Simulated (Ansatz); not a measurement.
Reactions of `CC=C([SiH3])[SiH3]`.

Computed with Ansatz on PBE0-D4/def2-TZVP structures; ΔE is electronic, products minus reactants. CCSD(T)/CBS is the MP2 limit (def2-TZVPP, def2-QZVPP) plus CCSD(T) − MP2 in def2-TZVPP, frozen cores. Double bonds are as drawn, so ΔE can hold a change between cis and trans. Functionals use def2-TZVPP. For Ga outer-core shells are correlated without core-valence functions, which leaves a few kJ/mol of doubt a bond. Scalar relativity is left out up to krypton. One conformer a species, not always the lowest.

| reaction | ωB97M-V (kJ/mol) | CCSD(T)/CBS(def2) (kJ/mol) |
| --- | --- | --- |
| `CC=C([SiH3])[SiH3]` + `C[Si](O)(F)Cl` → `C[Si](O)([SiH3])Cl` + `C/C=C(\F)[SiH3]` | 244 | 249 |
| `CC=C([SiH3])[SiH3]` + `C=C[Si](O)(O)O` → `C=C[Si](O)(O)[SiH3]` + `C/C=C(\O)[SiH3]` | 202 | 205 |
| `CC=C([SiH3])[SiH3]` → `C1C[SiH2][SiH2]C1` | -82 | -81 |
| `CC=C([SiH3])[SiH3]` + `[OH][Ga]([OH])[OH]` → `C[O][Ga]([OH])[OH]` + `C=C([SiH3])[SiH3]` | 73 | 74 |
| `CC=C([SiH3])[SiH3]` + `CCCC(C)C` → `CCCCC(C)C` + `C=C([SiH3])[SiH3]` | 11 | 9 |

Largest T1 diagnostic: 0.014, for `[OH][Ga]([OH])[OH]`.
